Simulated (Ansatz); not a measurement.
Ansatz (a first-principles code) input (RI-MP2/def2-TZVPPD):
A basis named .json is the Basis Set Exchange file of that set.

Ansatz 0.2 input:
```yaml
crystal:
  periodic: [false, false, false]
  atoms:
    - {symbol: Sn, position_ang: [0.09740211, -0.03165400, -0.02386111]}
    - {symbol: O, position_ang: [1.78791550, -0.58104164, -0.43799501]}
    - {symbol: F, position_ang: [-0.94730905, -0.26704864, 1.55563318]}
    - {symbol: F, position_ang: [-1.18307202, 0.95938567, -1.03374258]}
basis:
  gaussian:
    orbitals: def2-TZVPPD.json
    fitting: {mean_field: def2-universal-jkfit, correlation: def2-TZVPPD-RIFIT.json}
total_charge: -1
magnetization: {spin_polarized: true, initial_magnetization: 1}
correlation: {method: mp2, electrons: outside_noble_gas}
```

End of the output:

```
mean field evaluation 1: about -13255.1776 eV, gradient 2.8e1 eV
mean field evaluation 2: about -13254.5220 eV, gradient 3.3e1 eV
mean field evaluation 4: about -13258.4279 eV, gradient 1.6e0 eV
mean field evaluation 8: about -13258.4656 eV, gradient 2.0e-2 eV
mean field evaluation 16: about -13256.6956 eV, gradient 2.0e-6 eV
mean field evaluation 32: about -13255.2467 eV, gradient 3.3e-4 eV
mean field evaluation 64: about -13257.8258 eV, gradient 8.5e0 eV
mean field evaluation 96: about -13257.2395 eV, gradient 2.4e-3 eV
mean field evaluation 128: about -13256.6060 eV, gradient 3.9e0 eV
mean field evaluation 160: about -13256.3024 eV, gradient 1.5e1 eV
mean field -13258.46560753 eV, -487.2396241660 hartree, gradient 2.5e-6 eV, S^2 0.778315; 21 other end points of the search recorded, 0 dependent functions left out
12 core orbitals not correlated, not the lowest: weight in the atoms' cores, before any rotation towards them, 0.833 or more for the frozen orbitals, at most 0.156 for the correlated occupied ones
reference -13258.46560753 eV, -487.2396241660 hartree; 13, 12 occupied and 151, 152 virtual orbitals, 476 factors
second order -23.97278598 eV of doubles, -0.00000000 eV of singles
Total energy: -13282.43839351 eV, -488.1206078015 hartree
```

This state (charge -1, doublet) is run at the relaxed geometry of the species with charge 0 and multiplicity 1.
